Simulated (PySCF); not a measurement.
Unrelated species, one level of theory. Level of theory: PySCF, TDDFT CAM-B3LYP/def2-SVPD, vertical, gas phase, core orbitals frozen in the response. Geometries: GFN2-xTB; one conformer of each isolated species. Triplets are in the Tamm–Dancoff approximation.

**Question.** Rank by computed HOMO energy, highest first.
A. `C=CC[Si@](N)(S)C#N` (C4H8N2SSi)
B. `C#CC` (C3H4)
C. `CC1=C(C)NN=N1` (C4H7N3)
D. `CC(C)(F)C(=O)Cl` (C4H6ClFO)

**Answer.** C (-8.26 eV), A (-8.93 eV), B (-9.13 eV), D (-10.07 eV).

```csv
SMILES,HOMO (eV),S1 (eV),first f ≥ 0.01 (nm),LUMO (eV),gap (eV),S1 mainly
Cc1nn[nH]c1C,-8.26,5.71,196,0.99,9.25,H-1→L+1 (92%)
C=CC[Si@](N)(S)C#N,-8.93,6.26,194,0.42,9.35,H→L+1 (48%)
C#CC,-9.13,6.72,167,1.38,10.51,H-1/H→L+3 (≥47%)
CC(C)(F)C(=O)Cl,-10.07,4.99,177,-0.30,9.78,H→L (95%)
```

H and L stand for HOMO and LUMO. A slash joins orbitals within 0.01 eV of each other, whose weights are summed (≥ marks a lower bound).
